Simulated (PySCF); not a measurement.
Isomers of C4H7F3Si, one conformer each; single-point electronic energies without zero-point terms and without any empirical dispersion term.

All values: PBE0/pcSseg-1 (PySCF, non-relativistic), each on one gas-phase PBE0-D3(BJ)/def2-SVP geometry that isn't relaxed in the solvent. The solvent is an IEF-PCM continuum (Bondi radii, 1.10 Å for H, scaled by 1.2). Only the electrostatic response of the medium enters.

| isomer | relative energy, gas (kcal/mol) | dipole (D) |
| --- | --- | --- |
| `[C@H]1(CC[SiH2]1)C(F)(F)F` | 0.0 | 2.40 |
| `C[Si@@H]1C[C@H]1C(F)(F)F` | 3.6 | 3.55 |
| `FC(F)(F)/C=C/C[SiH3]` | 8.0 | 2.94 |
| `C=CC[SiH2]C(F)(F)F` | 12.4 | 2.19 |
| `C[C@@H]1C[Si@H]1C(F)(F)F` | 20.3 | 2.34 |

Question: How do the relative energies look in cyclohexane (ε = 2.017)?

Answer: 
```tsv
isomer	relative energy, solvent (kcal/mol)	E(solvent) − E(gas) (kcal/mol)	dipole in solvent (D)
`[C@H]1(CC[SiH2]1)C(F)(F)F`	0.0	-1.0	2.60
`C[Si@@H]1C[C@H]1C(F)(F)F`	3.1	-1.5	3.84
`FC(F)(F)/C=C/C[SiH3]`	7.6	-1.4	3.20
`C=CC[SiH2]C(F)(F)F`	12.2	-1.2	2.31
`C[C@@H]1C[Si@H]1C(F)(F)F`	20.3	-0.9	2.54
```

The order is unchanged. Conformers: `[F:1][C:2]([F:3])([F:4])[C@@H:5]1[CH2:6][CH2:7][SiH2:8]1` with C2–C5–C6–C7 -98°, C5–C6–C7–Si8 -19°, C6–C7–Si8–C5 15°, C2–C5–Si8–C7 99°; `[F:1][C:2]([F:3])([F:4])/[CH:5]=[CH:6]/[CH2:7][SiH3:8]` with C5–C6–C7–Si8 -104°; `[CH2:1]=[CH:2][CH2:3][SiH2:4][C:5]([F:6])([F:7])[F:8]` with C1–C2–C3–Si4 -102°, C2–C3–Si4–C5 -176°. The gains span 0.6 kcal/mol, the gas-phase energies 20.3 kcal/mol.
